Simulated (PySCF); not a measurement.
SMILES C[CH](C)[Al]([Cl])[CH](C)C (GFN2-xTB optimised geometry):

```
22

Al     0.519    -0.018     0.000
Cl     2.553    -0.018     0.000
C     -0.499    -1.771     0.040
C     -2.012    -1.539     0.139
C     -0.008    -2.663     1.193
H     -0.316    -2.336    -0.890
H     -2.553    -2.486     0.151
H     -2.258    -0.996     1.051
H     -2.365    -0.952    -0.708
H      1.072    -2.803     1.136
H     -0.482    -3.645     1.158
H     -0.239    -2.209     2.156
C     -0.435     1.777     0.000
C      0.092     2.650    -1.150
C     -0.221     2.514     1.333
H     -1.519     1.665    -0.140
H     -0.356     3.645    -1.123
H      1.175     2.767    -1.078
H     -0.135     2.197    -2.115
H     -0.657     1.952     2.160
H     -0.681     3.503     1.310
H      0.843     2.641     1.534
```

Method: CAM-B3LYP/def2-SVP run with PySCF.

Question: What are the frontier orbital energies and the dipole moment?

Answer: HOMO-2 -10.61 eV, HOMO-1 -9.51 eV, HOMO -8.04 eV, LUMO 0.27 eV, LUMO+1 1.23 eV; dipole moment 1.16 D.

On the same geometry PBE/def2-SVP (PySCF) gives HOMO-2 -7.78 eV, HOMO-1 -6.82 eV, HOMO -5.53 eV, LUMO -1.48 eV, LUMO+1 -0.50 eV; dipole moment 1.15 D.

Meta-Löwdin charges at CAM-B3LYP/def2-SVP: Al1 0.78, Cl2 -0.28, C3 -0.31, C4 -0.27, C5 -0.28, H6 0.09, H7 0.09, H8 0.08, H9 0.09, H10 0.09, H11 0.09, H12 0.08, C13 -0.31, C14 -0.28, C15 -0.28, H16 0.09, H17 0.09, H18 0.09, H19 0.08, H20 0.08, H21 0.09, H22 0.09.
